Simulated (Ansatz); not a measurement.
Program: Ansatz. Geometries: PBE0-D4/def2-TZVP. ΔE: electronic, gas phase. CBS: MP2 limit from def2 TZ/QZ plus the TZ coupled-cluster correction, frozen cores. Functionals use def2-TZVPP. B3LYP here is the variant with VWN-RPA as its local correlation; programs differ in this. One conformer a species, not always the lowest.

`CNC(C)=O` + `[CH3][Al]([OH])[OH]` → `C[O][Al]([CH3])[OH]` + `CNC=O`  (substitution at a C–C bond)

`CNC(C)=O`:

```xyz
12

C     0.211    1.819    0.499
N     0.455    0.457    0.104
C    -0.548   -0.437   -0.091
C    -0.109   -1.819   -0.505
O    -1.721   -0.156    0.054
H    -0.866    1.939    0.604
H     0.575    2.524   -0.254
H     0.688    2.047    1.456
H     1.400    0.151   -0.037
H    -0.574   -2.058   -1.463
H    -0.484   -2.535    0.228
H     0.973   -1.932   -0.594
```

`[CH3][Al]([OH])[OH]`:

```xyz
9

C    -0.295   -0.798    1.256
Al    0.077    0.213   -0.349
O     1.285    1.405   -0.297
O    -0.811   -0.118   -1.757
H    -0.666   -0.144    2.051
H    -1.042   -1.574    1.080
H     0.612   -1.275    1.639
H     1.547    1.963   -1.026
H    -0.706    0.326   -2.595
```

`C[O][Al]([CH3])[OH]`:

Cartesian coordinates in Å:
```
C 0.743 1.189 1.537
O 1.121 0.528 0.368
Al 0.310 -0.421 -0.772
C -1.581 -0.830 -0.651
O 1.221 -1.025 -2.066
H 0.944 2.263 1.449
H -0.324 1.066 1.769
H 1.317 0.811 2.390
H -2.186 0.081 -0.637
H -1.909 -1.440 -1.495
H -1.811 -1.377 0.268
H 2.156 -0.845 -2.158
```

`CNC=O`:

Cartesian coordinates in Å:
```
C -0.730 -0.678 -0.502
N 0.090 0.481 -0.257
C 0.901 0.592 0.817
O 1.036 -0.240 1.684
H -1.790 -0.412 -0.541
H -0.455 -1.170 -1.438
H -0.571 -1.373 0.321
H 0.071 1.246 -0.909
H 1.448 1.554 0.825
```

**Question.** Is it downhill or uphill in electronic energy at CCSD(T)/CBS, and by how much? (Best estimate.)

**Answer.** Computed: Uphill: ΔE = +86.0 kJ/mol.

**Question.** What do these levels give: B3LYP-D4, MP2/def2-TZVPP, SCS-MP2/def2-TZVPP, CCSD(T)/def2-TZVPP, HF/def2-QZVPP, SCS-MP2/def2-QZVPP? (An estimate is asked.)

**Answer.** Computed: B3LYP-D4 76.0, MP2/def2-TZVPP 88.0, SCS-MP2/def2-TZVPP 81.0, CCSD(T)/def2-TZVPP 82.5, HF/def2-QZVPP 72.5, SCS-MP2/def2-QZVPP 83.1 kJ/mol.

Largest T1 diagnostic among the species: 0.015.

In def2-TZVPP, CCSD(T) changes the Hartree–Fock value by +9.7 kJ/mol (the triples alone add +0.8 kJ/mol) and MP2 by +15.2 kJ/mol. From PBE to PBE0 (25 % exact exchange), in def2-TZVPP and without D4, ΔE moves by +3.3 kJ/mol.
